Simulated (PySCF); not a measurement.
C2H5N3Si, SMILES N[SiH]1N=CC=N1.

Geometry: B3LYP-D3(BJ)/def2-SVP. The structure was generated by enumeration, and PubChem lists no compound with its InChIKey, so it may never have been made. One conformer was computed; it need not be the lowest.

Two levels are set side by side: PBE/def2-TZVP (PySCF) and HF/def2-TZVP (PySCF). Same geometry, gas phase. Differences are taken from unrounded values.

| quantity | PBE |
|---|---|
| orbital gap (eV) | 2.76 |
| highest occupied level (eV) | -5.97 |
| lowest empty level (eV) | -3.21 |
| dipole moment (D) | 1.21 |
| mean polarisability (bohr³) | 65.3 |

Task: These are the PBE values. What does HF give? (Estimate from the structure and the level; the computed values follow.)

Result: 
| quantity | HF | PBE minus HF |
|---|---|---|
| orbital gap (eV) | 12.58 | -9.82 |
| highest occupied level (eV) | -10.90 | 4.93 |
| lowest empty level (eV) | 1.68 | -4.89 |
| dipole moment (D) | 1.37 | -0.16 |
| mean polarisability (bohr³) | 58.6 | 6.7 |

Without exact exchange PBE keeps part of each electron's self-repulsion, which lifts occupied levels and narrows the gap. Loosely held outer electrons make PBE densities more polarisable. Differences between two approximate levels are no errors against the true value.

Rough cost on one machine, each run with all the roots and properties that it gave: HF against PBE about 1/5.
